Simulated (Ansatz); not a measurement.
The inner images of a band of Cl₃FGaH (6 atoms, charge 0, multiplicity 1) are given out of order.

Computed with Ansatz 0.2.0, RKS PBE0/def2-SVP.

First end point:

```xyz
6
Properties=species:S:1:pos:R:3
Ga -0.375 -0.589 0.122
F -1.205 0.837 -0.539
Cl 0.123 -2.121 -1.263
Cl -0.607 -0.939 2.204
H 0.481 1.690 -0.475
Cl 1.583 1.122 -0.049
```

Last end point:

```xyz
6
Properties=species:S:1:pos:R:3
Ga 0.171 -0.595 0.240
F -0.987 1.047 -0.568
Cl -0.005 -2.051 -1.302
Cl -0.728 -0.878 2.148
H -0.247 1.631 -0.609
Cl 1.797 0.846 0.091
```

Q: Put them in order from the first end to the last, with their energies above the first end.
A.
```xyz
6
Properties=species:S:1:pos:R:3
Ga 0.117 -0.587 0.225
F -0.977 1.068 -0.570
Cl 0.012 -2.063 -1.301
Cl -0.717 -0.883 2.158
H -0.157 1.561 -0.565
Cl 1.722 0.905 0.054
```
B.
```xyz
6
Properties=species:S:1:pos:R:3
Ga -0.334 -0.580 0.128
F -1.145 0.871 -0.539
Cl 0.114 -2.110 -1.274
Cl -0.621 -0.923 2.203
H 0.408 1.607 -0.462
Cl 1.579 1.134 -0.055
```
C.
```xyz
6
Properties=species:S:1:pos:R:3
Ga -0.280 -0.570 0.136
F -1.086 0.909 -0.539
Cl 0.100 -2.099 -1.286
Cl -0.634 -0.910 2.200
H 0.334 1.536 -0.454
Cl 1.566 1.134 -0.057
```
D.
```xyz
6
Properties=species:S:1:pos:R:3
Ga -0.217 -0.562 0.146
F -1.028 0.952 -0.542
Cl 0.085 -2.092 -1.293
Cl -0.649 -0.902 2.195
H 0.251 1.484 -0.453
Cl 1.558 1.120 -0.054
```
E.
```xyz
6
Properties=species:S:1:pos:R:3
Ga -0.139 -0.560 0.162
F -0.971 1.009 -0.549
Cl 0.072 -2.087 -1.296
Cl -0.664 -0.899 2.189
H 0.134 1.454 -0.467
Cl 1.568 1.082 -0.038
```
F.
```xyz
6
Properties=species:S:1:pos:R:3
Ga -0.052 -0.564 0.181
F -0.945 1.056 -0.560
Cl 0.053 -2.081 -1.299
Cl -0.680 -0.894 2.182
H 0.022 1.457 -0.492
Cl 1.602 1.026 -0.012
```
G.
```xyz
6
Properties=species:S:1:pos:R:3
Ga 0.041 -0.575 0.204
F -0.957 1.075 -0.569
Cl 0.033 -2.073 -1.301
Cl -0.699 -0.889 2.171
H -0.071 1.498 -0.526
Cl 1.654 0.964 0.020
```

A: B (+0.005 eV), C (+0.019 eV), D (+0.032 eV), E (-0.029 eV), F (-0.204 eV), G (-0.348 eV), A (-0.415 eV).

Run time: 2 min on 2 threads of Intel(R) Xeon(R) Platinum 8488C (Sapphire Rapids), on a shared host, peak memory 0.3 GiB.
